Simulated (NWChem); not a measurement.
System meant: CH9ClSi4; SMILES Cl[Si@H]1[SiH2]C[SiH2][SiH2]1

The following NWChem deck was run.

```
start job
memory heap 200 mb stack 900 mb global 1100 mb
geometry units angstroms noautoz
  Cl     0.074391     2.094964    -1.281759
  Si     0.082298     1.119547     0.577441
  Si    -1.815935    -0.264770     0.540858
  C     -1.299393    -1.513988    -0.784919
  Si     0.394544    -2.289520    -0.419329
  Si     1.745270    -0.542859     0.445717
  H      0.206928     2.149621     1.650090
  H     -1.973115    -0.945165     1.867478
  H     -3.087769     0.443983     0.201880
  H     -2.060954    -2.300462    -0.917088
  H     -1.224710    -0.961245    -1.738225
  H      0.246703    -3.344505     0.633159
  H      0.979533    -2.923899    -1.641507
  H      2.879068    -0.139395    -0.440782
  H      2.272222    -0.896303     1.802231
end
basis spherical
  * library def2-svp
end
dft
  xc xpbe96 cpbe96
  iterations 4
  mulliken
end
task dft energy
```

End of the output:

```
    Atom       Charge   Shell Charges
 -----------   ------   -------------------------------------------------------
    1 Cl  17    17.08   2.00  1.96  1.06  0.80  5.82  2.26  3.16  0.02
    2 Si  14    13.87   2.00  1.94  0.75  0.39  5.81  1.32  1.36  0.30
    3 Si  14    13.70   2.00  1.93  0.69  0.35  5.81  1.35  1.30  0.25
    4 C    6     6.40   1.96  0.62  0.36  1.91  1.51  0.04
    5 Si  14    13.68   2.00  1.93  0.69  0.35  5.81  1.35  1.30  0.25
    6 Si  14    13.89   2.00  1.94  0.73  0.38  5.82  1.37  1.49  0.17
    7 H    1     1.07   0.63  0.41  0.03
    8 H    1     1.08   0.63  0.42  0.03
    9 H    1     1.07   0.63  0.41  0.03
   10 H    1     0.95   0.61  0.26  0.07
   11 H    1     0.95   0.61  0.26  0.08
   12 H    1     1.07   0.63  0.41  0.03
   13 H    1     1.07   0.63  0.41  0.03
   14 H    1     1.06   0.62  0.41  0.03
   15 H    1     1.06   0.62  0.41  0.03

 center of mass
 --------------
 x =   0.02181971 y =   0.11599765 z =  -0.02446511

 moments of inertia (a.u.)
 ------------------
        1829.814109340294          -0.000000000000           0.000000000000
          -0.000000000000        1206.885328168716          -0.000000000000
           0.000000000000          -0.000000000000        2309.447889013226

     Multipole analysis of the density
     ---------------------------------

     L   x y z        total         alpha         beta         nuclear
     -   - - -        -----         -----         ----         -------
     0   0 0 0     -0.000000    -44.000000    -44.000000     88.000000

     1   1 0 0     -0.206425     -0.103212     -0.103212      0.000000
     1   0 1 0     -0.381970     -0.190985     -0.190985     -0.000000
     1   0 0 1      0.180048      0.090024      0.090024     -0.000000

     2   2 0 0    -56.188399   -268.792544   -268.792544    481.396690
     2   1 1 0      0.685080      0.680252      0.680252     -0.675424
     2   1 0 1      0.891055     -1.087451     -1.087451      3.065956
     2   0 2 0    -58.897603   -417.421933   -417.421933    775.946263
     2   0 1 1      1.590488     -7.651765     -7.651765     16.894018
     2   0 0 2    -56.072961   -135.023248   -135.023248    213.973534

 ------------------------------------------------------------------------
 dft energy failed                                                                                  0
 ------------------------------------------------------------------------
 ------------------------------------------------------------------------
  current input line :
    28: task dft energy
 ------------------------------------------------------------------------
 ------------------------------------------------------------------------
 This type of error is most commonly associated with calculations not reaching convergence criteria
 ------------------------------------------------------------------------
 For more information see the NWChem manual at https://nwchemgit.github.io

0:dft energy failed:Received an Error in Communication
```

**Question.** Find the fault in this run and fix the input.

**Answer.** Convergence was not reached. Cause: the SCF was allowed too few iterations. This input runs:
```
start job
memory heap 200 mb stack 900 mb global 1100 mb
geometry units angstroms noautoz
  Cl     0.074391     2.094964    -1.281759
  Si     0.082298     1.119547     0.577441
  Si    -1.815935    -0.264770     0.540858
  C     -1.299393    -1.513988    -0.784919
  Si     0.394544    -2.289520    -0.419329
  Si     1.745270    -0.542859     0.445717
  H      0.206928     2.149621     1.650090
  H     -1.973115    -0.945165     1.867478
  H     -3.087769     0.443983     0.201880
  H     -2.060954    -2.300462    -0.917088
  H     -1.224710    -0.961245    -1.738225
  H      0.246703    -3.344505     0.633159
  H      0.979533    -2.923899    -1.641507
  H      2.879068    -0.139395    -0.440782
  H      2.272222    -0.896303     1.802231
end
basis spherical
  * library def2-svp
end
dft
  xc xpbe96 cpbe96
  iterations 150
  mulliken
end
task dft energy
```
It converges to -1660.35431 Ha (PBE/def2-SVP).
